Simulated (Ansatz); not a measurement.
A structure relaxed at PBE0-D4/def2-TZVP in Ansatz, charge 1, singlet:

```csv
atom,x (Å),y (Å),z (Å)
Tl1,-1.702,0.822,0.991
Tl2,1.703,-0.821,-0.991
H3,0.000,-0.001,0.000
```

(1) Give its formula and point group.

(2) Summarise the bond lengths by kind (pairs closer than 1.2 times the sum of covalent radii, bridged metal pairs left out).

## Answers

(1) Tl2H⁺. Point group D∞h (tolerance 0.1 Å).

(2) .

In the def2 sets Tl takes a core potential; there is no spin–orbit coupling. The structure comes from a short search, and lower isomers may exist.
